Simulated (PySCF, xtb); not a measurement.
Si(NH2)4 (H8N4Si), SMILES N[Si](N)(N)N. The values are those of a single conformer.

Harmonic wavenumbers (cm⁻¹) from GFN2-xTB (xtb) at its own minimum, in rising order: 147, 174, 189, 189, 209, 229, 261, 263, 263, 593, 602, 603, 619, 734, 805, 805, 826, 828, 911, 912, 961, 1532, 1532, 1536, 1540, 3480, 3481, 3482, 3482, 3512, 3513, 3513, 3517.

What does PBE-D3(BJ)/def2-SVP in PySCF give at its own minimum? (The exact figures need the calculation; the answer reports its results.)

145, 192, 213, 213, 286, 289, 306, 306, 383, 440, 448, 448, 449, 696, 757, 757, 792, 811, 881, 881, 929, 1486, 1486, 1488, 1494, 3478, 3478, 3478, 3479, 3575, 3575, 3576, 3576. Paired by order, the mean absolute difference is 54 cm⁻¹ and the zero-point energies are 64.7 and 64.0 kcal/mol.
